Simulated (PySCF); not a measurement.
C$_{3}$H$_{9}$O (SMILES CC[OH+]C), charge +1, singlet, geometry from GFN2-xTB; CCSD(T)/STO-3G (PySCF).

The PySCF input:
```python
from pyscf import gto, scf, cc

mol = gto.M(
    atom='''
O     0.05586026   -0.68329506    0.10783272
C    -0.01267142    0.78735284    0.04115579
C     1.38355249   -1.24026318   -0.03569941
C    -1.46605047    1.19333821   -0.02607106
H     0.46194579    1.14755225    0.95586541
H     0.54921487    1.13949274   -0.82841198
H     1.30407869   -2.32340103    0.04514691
H     1.83952611   -0.96559385   -0.98766160
H     1.99255470   -0.86591714    0.78630868
H    -1.93476522    0.85317512   -0.94730704
H    -2.01811662    0.80424113    0.82553218
H    -1.53452893    2.27727882   -0.00067742
H    -0.53577495   -1.04303488   -0.58776898
''',
    basis='sto-3g',
    charge=1,
    verbose=5,
)

mf = scf.RHF(mol)
mf.kernel()

mycc = cc.CCSD(mf)
mycc.conv_tol = 1e-5
mycc.kernel()
et = mycc.ccsd_t()
print('E(CCSD(T)) = %.10f' % (mycc.e_tot + et))
mf.analyze()
```

### Question
What does PySCF print? Leave out banner, timings and long lists.

### Answer

```
PySCF version 2.14.0

[INPUT] verbose = 5
[INPUT] max_memory = 4000
[INPUT] num. atoms = 13
[INPUT] num. electrons = 34
[INPUT] charge = 1
[INPUT] spin (= nelec alpha-beta = 2S) = 0
[INPUT] symmetry False subgroup None
[INPUT] Mole.unit = angstrom
[INPUT] Symbol           X                Y                Z      unit          X                Y                Z       unit  Magmom
[...]
[INPUT] ---------------- BASIS SET ----------------
[INPUT] l, kappa, [nprim/nctr], expnt,             c_1 c_2 ...
[INPUT] O
[...]
                                23.808861         0.53532814
                                6.4436083         0.44463454
[...]
                                1.1695961         0.39951283
                                0.380389          0.70011547
[...]
                                1.1695961         0.60768372
                                0.380389          0.39195739
[INPUT] H
[...]
                                0.62391373        0.53532814
                                0.1688554         0.44463454
[INPUT] C
[...]
                                13.045096         0.53532814
                                3.5305122         0.44463454
[...]
                                0.6834831         0.39951283
                                0.2222899         0.70011547
[...]
                                0.6834831         0.60768372
                                0.2222899         0.39195739

nuclear repulsion = 141.84680602211
number of shells = 21
number of NR pGTOs = 87
number of NR cGTOs = 29
basis = sto-3g
ecp = {}

******** <class 'pyscf.scf.hf.RHF'> ********
method = RHF
initial guess = minao
damping factor = 0
level_shift factor = 0
DIIS = <class 'pyscf.scf.diis.CDIIS'>
diis_start_cycle = 1
diis_space = 8
diis_damp = 0
SCF conv_tol = 1e-09
SCF conv_tol_grad = None
SCF max_cycles = 50
direct_scf = True
direct_scf_tol = 1e-13
Set gradient conv threshold to 3.16228e-05
Initial guess from minao.
E1 = -538.2087384360709  E2 = 204.45899258449998  Ecoul = 231.8433030266682  Exc = -27.384310442168214
init E= -191.902939829461
cond(S) = 11.918003222274596
[...]
  mo_energy =
[-20.65084517 -11.11329313 -11.10154087 -11.09996749  -1.80504074
  -1.35681416  -1.11800568  -0.97882938  -0.72064612  -0.62699641
  -0.60182726  -0.50161935  -0.44389409  -0.41351549  -0.38076475
  -0.36993436  -0.33438454   0.27982227   0.40011011   0.43468013
   0.53295366   0.55027771   0.58102293   0.58998781   0.60143401
[...]
converged SCF energy = -191.113268275095
E(CCSD) = -191.3784646199422  E_corr = -0.2651963448475426
E(CCSD(T)) = -191.3806754468
Total Energy =                        -191.113268275094669
[...]
11 H 1s          0.02059   0.03667   0.12045  -0.21725  -0.09135
12 H 1s         -0.08172   0.09037  -0.16184  -0.03142  -0.09473
               #26       #27       #28       #29
0 O 1s           0.00002   0.00036  -0.00027   0.00021
0 O 2s           0.00607  -0.02574   0.02162  -0.01399
0 O 2px         -0.08086  -0.01396  -0.02075  -0.00361
0 O 2py          0.11029  -0.08242   0.02751   0.02179
0 O 2pz         -0.01573  -0.01253   0.03086   0.03788
1 C 1s           0.00379   0.00194  -0.00081   0.00267
1 C 2s          -0.28253  -0.15263   0.04645  -0.16742
1 C 2px          0.20464  -0.06266   0.05404   0.01047
1 C 2py         -0.01253  -0.26154   0.09420  -0.10751
1 C 2pz          0.01264  -0.04374  -0.35223  -0.17374
2 C 1s          -0.00687  -0.00098   0.00022  -0.00078
2 C 2s           0.48497   0.06878  -0.01573   0.05865
2 C 2px          0.08414   0.06358  -0.03239   0.01200
2 C 2py         -0.22121   0.03050   0.00208  -0.02098
2 C 2pz          0.12251   0.00353   0.00269  -0.00196
3 C 1s          -0.00155   0.00341   0.00327  -0.00814
3 C 2s           0.09499  -0.23522  -0.21674   0.53958
3 C 2px          0.26690   0.37454   0.03502  -0.12430
3 C 2py         -0.25891   0.44937  -0.18916   0.23578
3 C 2pz         -0.03855   0.07353   0.53262   0.24715
4 H 1s           0.09144   0.18848   0.16747   0.24161
5 H 1s           0.09152   0.12394  -0.29874   0.00979
6 H 1s          -0.46338  -0.00416   0.00768  -0.04691
7 H 1s          -0.14784  -0.06770   0.02987  -0.03417
8 H 1s          -0.32591  -0.08452   0.01771  -0.03759
9 H 1s          -0.06864   0.44159   0.45938  -0.07805
10 H 1s         -0.00004   0.38636  -0.29554  -0.42636
11 H 1s          0.19913  -0.27095   0.27006  -0.49782
12 H 1s         -0.00669  -0.04068  -0.02303   0.04093
 ** Mulliken pop on meta-lowdin orthogonal AOs  **
 ** Mulliken pop  **
[...]
 ** Mulliken atomic charges  **
charge of    0O =      0.02826
charge of    1C =      0.09711
charge of    2C =      0.03298
charge of    3C =     -0.11412
charge of    4H =      0.09092
charge of    5H =      0.07873
charge of    6H =      0.10112
charge of    7H =      0.08881
charge of    8H =      0.10083
charge of    9H =      0.05887
charge of   10H =      0.07117
charge of   11H =      0.08753
charge of   12H =      0.27778

WARN: System has nonzero charge 1; the dipole moment is origin-dependent.
Location of origin: [0. 0. 0.]

Dipole moment(X, Y, Z, Debye):  1.15060, -1.63366, -1.27852
```
